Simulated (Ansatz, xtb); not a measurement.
# C4H8Si: which of two isomers lies lower

Structure X is `C=CC(=C)[SiH3]`, a singlet and structure Y is `C=C/C=C\[SiH3]`, a singlet. Both are isolated molecules in the gas phase, relaxed with r2SCAN-D4/def2-SVP; the shapes shown needn't be the lowest conformers.

X (Å):

```
atom    x (Å)    y (Å)    z (Å)
   C   1.4081  -0.8420   0.3757
   C   0.3735  -1.2287  -0.3923
   C  -1.0080  -0.7630  -0.2588
   C  -1.9647  -1.2272  -1.0960
  Si  -1.4759   0.4865   1.0763
   H   1.2885  -0.1202   1.1917
   H   2.4148  -1.2360   0.2135
   H   0.5561  -1.9564  -1.1965
   H  -1.7243  -1.9547  -1.8829
   H  -3.0081  -0.9037  -1.0287
   H  -2.9372   0.7671   0.9647
   H  -1.1785  -0.0454   2.4416
   H  -0.7145   1.7628   0.9121
```

Y (Å):

```yaml
atoms:
  - { symbol: C, position_ang: [-1.8995, -0.3919, 0.5134] }
  - { symbol: C, position_ang: [-0.5607, -0.2841, 0.4184] }
  - { symbol: C, position_ang: [0.1500, 0.9816, 0.4272] }
  - { symbol: C, position_ang: [1.4945, 1.1269, 0.3322] }
  - { symbol: Si, position_ang: [2.7473, -0.2585, 0.1682] }
  - { symbol: H, position_ang: [-2.5319, 0.4981, 0.6043] }
  - { symbol: H, position_ang: [-2.3995, -1.3639, 0.5032] }
  - { symbol: H, position_ang: [0.0421, -1.1984, 0.3279] }
  - { symbol: H, position_ang: [-0.4827, 1.8767, 0.5194] }
  - { symbol: H, position_ang: [1.8835, 2.1537, 0.3529] }
  - { symbol: H, position_ang: [2.5371, -1.0541, -1.0821] }
  - { symbol: H, position_ang: [2.6772, -1.2117, 1.3198] }
  - { symbol: H, position_ang: [4.1165, 0.3346, 0.1265] }
```

Quicker runs give these differences E(Y) − E(X): GFN2-xTB −1.30 kcal/mol; HF/STO-3G −0.79 kcal/mol (at GFN2-xTB geometries); r2SCAN-D4/def2-SVP//GFN2-xTB −0.79 kcal/mol.

Q: Estimate E(Y) − E(X) at the level CCSD(T)/def2-SVP + ΔMP2/def2-TZVPP.

A: Too close to call at this level: CCSD(T)/def2-SVP + ΔMP2/def2-TZVPP gives E(Y) − E(X) = +0.33 kcal/mol.

The same difference at several levels:

| level | geometry | E(Y) − E(X) (kcal/mol) | departure from the last row (kcal/mol) | job, with rough time for the two |
| --- | --- | --- | --- | --- |
| GFN2-xTB | GFN2-xTB | −1.30 | −1.62 | optimisation, 0.18 s |
| HF/STO-3G | GFN2-xTB | −0.79 | −1.12 | single point, 0.38 s |
| r2SCAN-D4/def2-SVP//GFN2-xTB | GFN2-xTB | −0.79 | −1.12 | single point, 3 s |
| r2SCAN-D4/def2-SVP | r2SCAN-D4/def2-SVP | −0.73 | −1.05 | optimisation, 21 s |
| HF/def2-SVP | r2SCAN-D4/def2-SVP | −0.76 | −1.08 | part of the CCSD(T) run |
| MP2/def2-SVP | r2SCAN-D4/def2-SVP | +0.12 | −0.21 | part of the CCSD(T) run |
| CCSD(T)/def2-SVP | r2SCAN-D4/def2-SVP | +0.06 | −0.27 | single point |
| CCSD(T)/def2-SVP + ΔMP2/def2-TZVPP | r2SCAN-D4/def2-SVP | +0.33 |  | single point, 43 s |

As drawn, both hold the same kinds of bond in the same numbers.

The largest departure from CCSD(T)/def2-SVP + ΔMP2/def2-TZVPP is that of GFN2-xTB, 1.62 kcal/mol. The last row adds to CCSD(T) the change of the MP2 difference between the two basis sets, here +0.27 kcal/mol.

With thermal terms from frequencies at re-optimised GFN2-xTB minima (ideal gas, soft modes damped towards free rotors, one conformer each, 298.15 K, 1 atm): on the last row, ΔE + ΔZPE = +0.41, ΔH = +0.44, ΔG = +0.19 kcal/mol.

The correlated steps freeze 9 core orbitals. Codes used: Ansatz 0.2.0, xtb 6.7.1; the last row on 2 threads of Intel(R) Xeon(R) Platinum 8488C (Sapphire Rapids) on a shared host.
